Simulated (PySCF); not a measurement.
**What settings do to a single point of Pr(NH2)3**

The sound run of Pr(NH2)3 (singlet in the valence; each metal's 4f electrons, 2 of them, lie in its core potential, out of spins and levels) uses PySCF 2.14.0, RKS B3LYP, Pr lcecp-1-SVP with ECP48, N def2-SVP, H def2-SVP; non-relativistic Hamiltonian with scalar-relativistic core potentials where named; density fitting; no spin-orbit coupling, grid (50, 194), threshold 1e-8 Eh and 55 cycles, at the relaxed geometry:

```xyz
10

Pr   -0.0065    0.0286    0.2883
N     2.2574    0.0108    0.0185
H     2.8718   -0.8084    0.0008
H     2.8713    0.8056   -0.1815
N    -1.1385    1.9547   -0.1631
H    -2.1467    2.0969   -0.2681
H    -0.7199    2.8682   -0.3604
N    -1.1287   -1.9563    0.2562
H    -0.7216   -2.8957    0.2365
H    -2.1387   -2.1044    0.1729
```

There Pr1 has a Mulliken charge of 0.90 e and the dipole about the centre of mass is 0.93 D. Each run below changes one thing and starts from free metal ions and neutral atoms unless it says otherwise; with 55 cycles, smearing, a level shift and second-order steps follow where DIIS fails, and their cycles count. Energy shifts count from the sound run. On f atoms grids over 110 angular points are at least (60, 302).

| change | outcome | cycles | energy shift (eV) | largest force component (eV/Å) | charge on Pr1 (e) | dipole about the centre of mass (D) |
| --- | --- | --- | --- | --- | --- | --- |
| H9 put 1.1 Å from Pr1, limit 81 cycles | converged | 10 | 15.71 | 45.21 | 0.71 | 3.06 |
| cycle limit 5 | not converged | 5 | – | – | – | – |
| threshold 1e-05 | converged | 6 | 0.0000 | 0.02 | 0.90 | 0.93 |
| grid (99, 590) | converged | 9 | -0.0001 | 0.02 | 0.90 | 0.93 |

(1) How does the run with this change end: all coordinates × 1.05?

Unsound on purpose, so not properties of the compound: H9 put 1.1 Å from Pr1, limit 81 cycles.

Forces carry noise of the integration grid, about 0.01 to 0.03 eV/Å.

No frequency check is given that shows the relaxed geometry to be a minimum, and it was reached by following one of several unstable modes of a saddle point. An lcecp potential fixes the number of 4f electrons, so in runs with it no electron can move into or out of that shell.

Results:

(1) outcome converged, cycles 9, energy shift (eV) 0.57, largest force component (eV/Å) 1.88, charge on Pr1 (e) 0.96, dipole about the centre of mass (D) 1.04.
